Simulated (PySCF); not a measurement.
Electron correlation in Pb (lead, neutral)

[Xe] 4f14 5d10 6s1 6p3, high-spin 5S determinant (an excited configuration). Calculation: PySCF 2.14, in aug-cc-pwCVTZ-PP with ECP60MDF (8s7p6d4f1g, 96 functions); scalar relativity through the core potential. Frozen: 5s2 5p6 5d10; 4 electrons correlated.

| level | correlation energy (mhartree) |
| --- | --- |
| CCSD | -18.97 |
| (T) | -0.28 |
| CCSD(T) | -19.25 |

Diagnostics: T1 = 0.0032, D1 = 0.0055, largest double amplitude 0.032.

Q: Is a single reference adequate?

A: Yes, within this model without spin-orbit coupling: T1 lies below 0.03 and no double amplitude reaches 0.07.

Spin-orbit coupling is strong in this species, so the high-spin LS determinant is a model state.
